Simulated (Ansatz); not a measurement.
Cost and result up the ladder for the cluster Bi₃ (the lowest doublet isomer of a short search) (3 atoms). The state is a doublet with charge 0. Geometry: PBE0-D4/def2-SVP.

```xyz
3

Bi   -0.196   -1.026   -1.366
Bi    1.522    0.601    0.529
Bi   -1.327    0.424    0.836
```

Ansatz on 4 threads of Arm Neoverse V1 on a shared host. Times are rough, and most runs start from the orbitals of an earlier one. No level here is sound enough to serve as a yardstick. Binding counts from free atoms at the same level (Bi quartet; other spins of the atoms weren't run), without zero-point energy or a counterpoise term.

In the def2 sets Bi takes a core potential; there is no spin–orbit coupling. HSE06 is defined as in plane-wave codes, on full-range PBE exchange. Correlated methods freeze 12 core orbitals; core or outer-core shells of Bi are correlated, in sets that lack core-valence functions. The structure comes from a short search, and lower isomers may exist.

Run but left out: ωB97X-V/def2-TZVP, ωB97M-V/def2-TZVP, MP2/def2-TZVP, CCSD(T)/def2-SVP (⟨S²⟩ 1.08 to 1.58, where a pure state has 0.75).

Correlated methods converge slowly with the basis.

```
                            level  functions  wall time  binding energy per atom (eV)                        remarks
                  PBE-D4/def2-SVP         78      1.4 s                          1.68                              –
                 PBE0-D4/def2-SVP         78      1.9 s                          1.43  spin-contaminated (⟨S²⟩ 0.95)
              revPBE-D4/def2-TZVP        150      2.6 s                          1.56                              –
                 PBE-D4/def2-TZVP        150      2.7 s                          1.74                              –
                PBE0-D4/def2-TZVP        150      3.7 s                          1.50  spin-contaminated (⟨S²⟩ 0.95)
                PBE-D4/def2-TZVPD        168      3.7 s                          1.75                              –
               HSE06-D4/def2-TZVP        150      3.9 s                          1.50  spin-contaminated (⟨S²⟩ 0.94)
               PBE0-D4/def2-TZVPD        168      4.8 s                          1.50  spin-contaminated (⟨S²⟩ 0.95)
                RPA@PBE/def2-TZVP        150        6 s                          1.33                              –
r2SCAN-D4/def2-TZVP (with forces)        150        7 s                          1.41  spin-contaminated (⟨S²⟩ 0.98)
             r2SCANh-D4/def2-TZVP        150        7 s                          1.36  spin-contaminated (⟨S²⟩ 1.04)
             r2SCAN-D4/def2-TZVPD        168        8 s                          1.42  spin-contaminated (⟨S²⟩ 0.98)
```
